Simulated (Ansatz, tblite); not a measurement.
Spin states of Ag₂Se (the lowest singlet isomer of a short search), each relaxed with r2SCAN-D4/def2-TZVP in Ansatz. Electronic energies in the gas phase.

In the def2 sets Ag takes a core potential; there is no spin–orbit coupling. The xTB rows come from tblite. Correlated methods freeze 9 core orbitals; core or outer-core shells of Ag, Se are correlated, in sets that lack core-valence functions. The structure comes from a short search, and lower isomers may exist.

Singlet geometry (C2v within 0.1 Å):

Cartesian coordinates in Å:
```
Ag 1.209 -0.894 -0.486
Ag -1.485 0.149 -0.519
Se 0.276 0.745 1.004
```

Triplet geometry (C2v within 0.1 Å):

```xyz
3

Ag    1.523    0.038   -0.057
Ag   -0.874    1.115   -0.563
Se   -0.649   -1.153    0.620
```

Quintet geometry (C2v within 0.1 Å):

```xyz
3

Ag   -0.498    1.469   -0.191
Ag    1.267   -0.336    0.852
Se   -0.769   -1.133   -0.661
```

⟨S²⟩: triplet 2.01 at PBE0-D4/def2-TZVP (pure 2.00), quintet 6.01 at PBE0-D4/def2-TZVP (pure 6.00).

Only these spin states were relaxed.

```tsv
level	triplet − singlet (kJ/mol)	quintet − singlet (kJ/mol)	lowest of these
GFN2-xTB	167.5	423.2	singlet
PBE-D4/def2-TZVP	122.2	367.7	singlet
BLYP-D4/def2-TZVP	116.8	358.7	singlet
r2SCAN-D4/def2-TZVP	117.7	361.3	singlet
PBE0-D4/def2-TZVP	121.8	391.5	singlet
r2SCAN0-D4/def2-TZVP	114.9	380.8	singlet
```

Estimate the rows for GFN1-xTB, HF/def2-TZVP, ωB97M-V/def2-TZVP, B2PLYP/def2-TZVP, RPA@PBE/def2-TZVP.


| level | triplet − singlet (kJ/mol) | quintet − singlet (kJ/mol) | lowest of these | remarks |
| --- | --- | --- | --- | --- |
| GFN1-xTB | 201.1 | 477.8 | singlet | – |
| HF/def2-TZVP | 50.5 | 300.1 | singlet | – |
| ωB97M-V/def2-TZVP | 132.3 | 422.3 | singlet | – |
| B2PLYP/def2-TZVP | 134.0 | 409.3 | singlet | test for broken spin undecided (singlet) |
| RPA@PBE/def2-TZVP | 132.2 | 390.0 | singlet | – |

The xTB methods have no spin-polarisation term.
